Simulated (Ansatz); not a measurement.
System: SiI2, net charge 1, doublet state. SMILES of the parent species: [Si](I)I
Structure (B3LYP-D3(BJ)/def2-TZVP (Ansatz, a first-principles code) minimum search):
```
Si
I 1 2.3737
I 1 2.3737 2 123.39
```
Charge +1, spin multiplicity 2.

Parts of the frozen-core correlation energy in def2-SVP (Ansatz, hartree). Frozen orbitals: 23; correlated occupied orbitals by spin: 9 and 8; virtual: 38 and 39. UHF or UKS for open shells. No spin-orbit coupling. Past Kr the def2 sets carry scalar-relativistic core potentials.

```
term                            value
-------------------------  ----------
reference (HF)             -881.89220
MP2 opposite-spin            -0.18579
MP2 same-spin                -0.07062
CCSD correlation             -0.28330
(T)                          -0.01191
T1 diagnostic                   0.028
largest doubles amplitude       0.053
<S^2> of the reference          0.775
```
